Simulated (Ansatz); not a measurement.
Geometry optimisation, Ansatz 0.2.0, RKS PBE-D4/def2-SVP.

input.yaml

```yaml
crystal:
  periodic: [false, false, false]
  atoms:
    - { symbol: C, position_ang: [-0.7459, 0.8937, -0.4657] }
    - { symbol: Al, position_ang: [0.8187, -0.1026, 0.0425] }
    - { symbol: Se, position_ang: [0.6973, -1.5949, 1.9053] }
    - { symbol: H, position_ang: [-0.4973, 2.0344, -0.4224] }
    - { symbol: H, position_ang: [-1.6258, 0.6867, 0.1949] }
    - { symbol: H, position_ang: [-1.0839, 0.6913, -1.517] }
    - { symbol: H, position_ang: [2.2027, 0.061, -0.7849] }
    - { symbol: H, position_ang: [0.3264, -2.7267, 0.9914] }
basis:
  gaussian: { orbitals: def2-SVP }
hamiltonian:
  xc: pbe
  dispersion: d4
relax:
  f_tol: 0.015
  max_steps: 40
output:
  orbitals: {}
```

Command:

```bash
$ ansatz run input.yaml --threads 1 --pin off --max-ram 2048MiB --backend cpu --events-out ev --progress --plain --runs-dir out
```

Where does it end, and by what steps?

The forces met the threshold. After 14 steps the energy has fallen by 0.396 eV; H8 moved furthest, 1.21 Å.

```
step  energy less start (eV)  largest force component (eV/Å)  accepted
   0                  0.0000                           1.472       yes
   1                 -0.0632                           0.553       yes
   2                 -0.0726                           0.100       yes
   3                 -0.0855                           0.107       yes
   4                 -0.0951                           0.116       yes
   5                 -0.1440                           0.221       yes
   6                 -0.1759                           0.167       yes
   7                 -0.2346                           0.512       yes
   8                 -0.2963                           0.805       yes
   9                 -0.3682                           0.286       yes
  10                 -0.3939                           0.039       yes
  11                 -0.3905                           0.169        no
  12                 -0.3953                           0.069       yes
  13                 -0.3961                           0.021       yes
  14                 -0.3962                           0.010       yes
```

```xyz
8
Properties=species:S:1:pos:R:3
C -0.795 1.049 -0.471
Al 0.560 -0.313 -0.084
Se 0.129 -1.848 1.624
H -0.391 2.065 -0.273
H -1.719 0.928 0.130
H -1.079 1.028 -1.545
H 1.952 -0.438 -0.863
H 1.434 -2.528 1.426
```

Whether the end is a true minimum wasn't checked by a vibrational analysis.

Time of the run: 42 s on 1 thread of Arm Neoverse V1 (shared host), peak memory 0.12 GiB.
